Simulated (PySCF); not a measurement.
C₄H₉B.
Cartesian coordinates in Å at the PBE0-D3(BJ)/def2-SVP level; atoms count from 1:
```xyz
14
C4H9B angstrom
B      1.742   -1.057   -0.277
C      0.388   -0.320   -0.434
C      0.165    1.164   -0.038
C     -1.287    0.808    0.334
C     -0.903   -0.684    0.341
H      2.785   -0.475   -0.487
H      1.784   -2.236    0.003
H      0.203   -0.430   -1.528
H      0.763    1.447    0.843
H      0.323    1.928   -0.814
H     -1.982    1.041   -0.488
H     -1.695    1.235    1.263
H     -0.679   -1.051    1.356
H     -1.599   -1.394   -0.129
```

Theory: PBE0-D3(BJ)/def2-SVP geometry optimisation, gas phase in PySCF 2.14.0.

Masses are those of the commonest isotopes; rigid-rotor values at the optimised geometry. The values belong to one conformer with, in the numbering `[BH2:1][CH:2]1[CH2:3][CH2:4][CH2:5]1`, H–B1–C2–C3 -37° and 146°, B1–C2–C3–C4 -148°, C2–C3–C4–C5 16°, C3–C4–C5–C2 -16°, B1–C2–C5–C4 147°.

Problem. What are A, B and C (MHz)?

Solution. Ia = 50.96, Ib = 118.28, Ic = 152.06 u·Å²; 505379 MHz·u·Å²/I gives A = 9916, B = 4273, C = 3324 MHz.

Problem. What kind of rotor is it?

Solution. An asymmetric top. Ray's parameter κ = (2B − A − C)/(A − C) = -0.712; −1 is the prolate and +1 the oblate limit.

Problem. Is it planar, by Δ = Ic − Ia − Ib?

Solution. Not planar: Δ = Ic − Ia − Ib = -17.18 u·Å². For a rigid frame Δ = −2 Σ m c², so Σ m c² = 8.59 u·Å² lies off the ab plane: 6.96 from hydrogen and 1.63 from heavier atoms. The atom farthest from that plane is 1.43 Å away.

Problem. Give the other two planar moments, Paa and Pbb, and the rms extents of the mass along the axes.

Solution. Paa = Σ m a² = (Ib + Ic − Ia)/2 = 109.69 and Pbb = Σ m b² = (Ia + Ic − Ib)/2 = 42.37 u·Å². With the mass M = 68.08 u, the rms extents √(P/M) along a, b and c are 1.27, 0.79, 0.36 Å.

Problem. List the rotational levels J(Ka,Kc) to J = 4 (MHz).

Solution. Above 0(0,0):
J = 1: 1(0,1) 7596, 1(1,1) 13240, 1(1,0) 14189
J = 2: 2(0,2) 22679, 2(1,2) 27484, 2(1,1) 30331, 2(2,1) 47262, 2(2,0) 47372
J = 3: 3(0,3) 45038, 3(1,3) 48784, 3(1,2) 54472, 3(2,2) 70051, 3(2,1) 70592, 3(3,1) 100707, 3(3,0) 100715
J = 4: 4(0,4) 74403, 4(1,4) 77073, 4(1,3) 86510, 4(2,3) 100351, 4(2,2) 101912, 4(3,2) 131291, 4(3,1) 131347, 4(4,1) 173941, 4(4,0) 173942
The levels of one J sum to (2J + 1)J(J + 1)(A + B + C)/3.

Problem. Which types of transition are allowed, and where do some lines up to J = 2 fall?

Solution. The dipole components are |μa| = 0.68 D, |μb| = 0.01 D, |μc| = 0.33 D. Intensities carry the squares of the components, which stand as 1.00 : 0.00 : 0.24 (a : b : c). Some lines, for components of 0.1 D or more:

```csv
type,branch,"J(Ka,Kc)",MHz,lower level (cm⁻¹)
a,Q,"1(1,0) ← 1(1,1)",949,0.442
a,Q,"2(1,1) ← 2(1,2)",2848,0.917
c,Q,"2(1,2) ← 2(0,2)",4804,0.757
c,Q,"1(1,1) ← 1(0,1)",5644,0.253
a,R,"1(0,1) ← 0(0,0)",7596,0.000
c,R,"1(1,0) ← 0(0,0)",14189,0.000
a,R,"2(1,2) ← 1(1,1)",14244,0.442
a,R,"2(0,2) ← 1(0,1)",15083,0.253
a,R,"2(1,1) ← 1(1,0)",16142,0.473
c,Q,"2(2,1) ← 2(1,1)",16931,1.012
c,R,"2(1,1) ← 1(0,1)",22735,0.253
c,R,"2(2,0) ← 1(1,0)",33183,0.473
c,R,"2(2,1) ← 1(1,1)",34022,0.442
```

PBE0-D3(BJ)/def2-SVP frequencies: not computed here. Zero-point vibration and centrifugal distortion are left out. Quadrupole hyperfine structure (11B) is left out.

Time: 49 s of wall time; peak memory 0.48 GiB. Hardware: an Arm Neoverse V1 with one thread (shared host). These figures are those of the optimisation.
